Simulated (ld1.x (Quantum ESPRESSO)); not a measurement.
**Ar: excitation energies, all-electron against ultrasoft**

ld1.x (Quantum ESPRESSO) 7.5 input, shortened:

```
&input
   title='Ar', zed=18., rel=2, dft='BLYP', iswitch=3,
   config='[Ne] 3s2 3p6', rel_dist='average'
 /
 &inputp
   pseudotype=3, tm=.true., lloc=-1, rcloc=0.85,
   nlcc=.false.,
   which_augfun='PSQ', rmatch_augfun_nc=.true.
 /
4
3S  1  0   2.00   0.00  0.85  1.05  0.0
3S  1  0   0.00   1.60  0.85  1.05  0.0
3P  2  1   6.00   0.00  1.15  1.25  0.0
3P  2  1   0.00   0.55  1.15  1.25  0.0
 &test
   configts(1)='3s2 3p6'
 /
```

Open shells are filled in proportion to 2j + 1 (rel_dist='average').

Energies are relative to the spin-unpolarised reference configuration 3s2 3p6; without spin polarisation the order of configurations can differ from experiment.

```
valence configuration  charge  ΔE all-electron (eV)  error AE − PS (meV)
              3s2 3p5      +1                15.919                 +1.3
              3s2 3p4      +2                44.430                 +9.5
              3s2 3p3      +3                86.869                  +35
            3s2 3p5.5    +0.5                 6.480                 +0.2
              3s1 3p6      +1                30.504                  +14
              3s2 3p2      +4               144.381                  +99
```

Note: ghost state, extra bound levels that the all-electron valence spectrum of the same l lacks: s at -36.3 eV. A true bound ghost makes a file unfit for plane-wave use.
